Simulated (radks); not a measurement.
Question: These are the eigenvalues of the occupied orbitals of an atom or ion with whole-number occupations (hartree). Method: Dirac Kohn-Sham, PBE, spin-unpolarised, spherical densities, point nucleus; computed with a radial shooting solver on a logarithmic mesh with Libxc functionals.

orbital  eigenvalue
1s1/2     -351.5329
2s1/2     -44.11562
2p1/2     -39.03519
2p3/2     -38.15791
3s1/2      -6.28492
3p1/2      -4.67139
3p3/2      -4.55710
3d3/2      -1.87189
3d5/2      -1.85737

Which element is it, and in what charge state? The configuration may be excited. Open shells, if any, fill j = l - 1/2 first.

Answer: Z = 30, zinc, charge +3: Zn3+ in [Ar] 3d9. The list shows which subshells hold electrons but not how many an open one holds; the 1s level, -351.53 hartree, gives Z - s = 26.5 by -(Z - s)^2/2, which with screening and relativity narrows Z to a few neighbours, and the depths of the outer levels then fix element, charge and occupations together.
